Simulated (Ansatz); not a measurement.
A nudged elastic band was laid between two geometries of FH + H6O2Si2 (12 atoms, charge 0, multiplicity 1).

These are results of RHF/def2-SVP (Ansatz 0.2.0), not measurements.

```
movable images  : 7
climbing image  : yes
spring          : 5.0 eV/Å²
optimiser       : quadratic models (default)
start path      : through a guess of the saddle point
force threshold : 0.05 eV/Å
iteration limit : 60
end points      : relaxed
```

Initial state:

```xyz
12
Properties=species:S:1:pos:R:3
Si 0.011 0.956 0.819
O 1.442 1.135 -0.009
O -0.529 -0.574 0.696
Si -1.239 -1.949 0.133
H -0.923 1.897 0.189
H 0.238 1.258 2.242
H 1.558 1.703 -1.704
F 1.561 1.941 -2.584
H 2.228 0.719 0.313
H -1.832 -2.683 1.269
H -0.219 -2.796 -0.522
H -2.297 -1.606 -0.841
```

Final state:

```xyz
12
Properties=species:S:1:pos:R:3
Si 0.006 1.254 1.168
O 0.900 0.273 -1.730
O -0.502 -0.267 0.975
Si -0.831 -1.635 0.106
H -0.705 2.199 0.297
H -0.104 1.635 2.583
H 1.677 0.589 -1.290
F 1.577 1.355 0.794
H 0.831 0.768 -2.532
H -1.636 -2.517 0.980
H 0.415 -2.336 -0.255
H -1.627 -1.315 -1.096
```

What changes between the two ends?

Bonds broken: Si1–O2, H7–F8. Bonds formed: Si1–F8, O2–H7. FH + H6O2Si2 becomes FH5OSi2 + H2O.

What energy profile does the band end with?

The run converged. The highest image is number 4 of 0 to 8, 135.5 kJ/mol above the first end and 173.7 kJ/mol above the last; the last end lies 38.1 kJ/mol below the first. Neighbouring images differ by up to 1.3 eV, so the band resolves the path poorly. A vibrational analysis at the climbing image gives one clearly imaginary mode, 1084i cm⁻¹: a first-order saddle point. The orbitals stay closed-shell, which can raise the energy where a bond breaks towards radicals; this wasn't checked here.

```csv
image,path coordinate (Å),energy (kJ/mol),Si1–O2 (Å),H7–F8 (Å),Si1–F8 (Å)
0,0.00,0.0,1.66,0.91,3.87
1,1.22,0.3,1.66,0.91,3.94
2,2.44,1.5,1.66,0.91,3.73
3,3.66,7.2,1.67,0.91,3.05
4,4.88,135.5,1.81,1.23,1.99
5,6.32,31.8,2.94,1.78,1.64
6,7.77,-29.3,3.62,2.10,1.62
7,9.21,-36.0,3.44,2.12,1.62
8,10.66,-38.1,3.19,2.22,1.62
```

What is the geometry of the highest image?


```xyz
12
Properties=species:S:1:pos:R:3
Si 0.072 1.108 0.217
O 1.468 0.672 -0.844
O -0.410 -0.467 0.470
Si -1.178 -1.894 0.275
H -1.047 1.685 -0.524
H 0.433 1.512 1.575
H 1.711 1.739 -0.811
F 1.107 2.713 -0.356
H 2.075 -0.027 -0.645
H -1.833 -2.300 1.538
H -0.195 -2.937 -0.105
H -2.203 -1.804 -0.791
```

The band took 33 iterations and roughly 10 core-minutes.

Time of the run: 5.3 min on 2 threads of Arm Neoverse V1 (shared host), peak memory 0.24 GiB.
